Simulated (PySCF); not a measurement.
Compound: C4H14BN.
Numbering: `[CH3:1][CH2:2][B@@H-:3]([CH3:4])[NH2+:5][CH3:6]` (hydrogens: H7, H8, H9 on C1; H10, H11 on C2; H12 on B3; H13, H14, H15 on C4; H16, H17 on N5; H18, H19, H20 on C6)

Level: PBE0/def2-SVPD in PySCF, non-relativistic, on one gas-phase PBE0-D3(BJ)/def2-SVP geometry that isn't relaxed in the solvent. The solvent is an IEF-PCM continuum (Bondi radii, 1.10 Å for H, scaled by 1.2). Only the electrostatic response of the medium enters.

Gas phase at PBE0/def2-SVPD: HOMO -7.12 eV, LUMO 0.06 eV, dipole 4.54 D.

Task: What does the continuum do to the energy, the frontier levels and the dipole at PBE0/def2-SVPD in cyclohexane and dichloromethane?

Result: 
```json
{"solvent": "cyclohexane", "ε": "2.017", "E(solvent) − E(gas) (kcal/mol)": "-3.21", "polarisation term (kcal/mol)": "-3.47", "distortion of the solute (kcal/mol)": "0.26", "HOMO (eV)": "-7.15", "LUMO (eV)": "0.35", "dipole (D)": "5.09"}
{"solvent": "dichloromethane", "ε": "8.93", "E(solvent) − E(gas) (kcal/mol)": "-7.22", "polarisation term (kcal/mol)": "-8.71", "distortion of the solute (kcal/mol)": "1.49", "HOMO (eV)": "-7.23", "LUMO (eV)": "0.61", "dipole (D)": "5.85"}
```

Polarisation term: ½ Σ q·V over the induced surface charges. Distortion: the rise of the solute's own energy as its density leaves the gas-phase optimum. The atom shares or the degeneracy of the LUMO differ from the gas phase in dichloromethane, so that column needn't follow one orbital. From cyclohexane to dichloromethane the lowering changes by a factor 2.25, Onsager's factor (ε − 1)/(2ε + 1) by 2.08 and ε itself by 4.4.

Task: Which radius a makes the point-dipole formula ΔE = −[(ε − 1)/(2ε + 1)]·μ²/a³ give the value in dichloromethane, with the gas-phase dipole?

Result: μ = 1.786 au and |ΔE| = 0.01151 Eh give a = 2.58 Å; the farthest nucleus lies 3.46 Å from the centroid of the nuclei, so such a sphere wouldn't even hold the nuclei. The formula assumes a rigid point dipole at the centre of a sphere.

Task: How does the static polarisability (PBE0/def2-SVPD, frozen core, with the continuum's full static response) change?

Result: 
```tsv
medium	isotropic (au)	principal values (au)	⟨r²⟩ of the electrons (bohr²)
gas	79.1	71.0, 80.2, 86.1	852.4
cyclohexane	88.3	80.5, 89.6, 94.9	852.6
dichloromethane	101.7	96.4, 103.0, 105.9	852.9
```

The isotropic value in dichloromethane is 1.29 times the gas-phase one; no cavity-field correction is applied. ⟨r²⟩ is taken about the centre of nuclear charge.

The values belong to the conformer `[CH3:1][CH2:2][B@@H-:3]([CH3:4])[NH2+:5][CH3:6]`: C1–C2–B3–C4 -179°, C2–B3–N5–C6 172°.
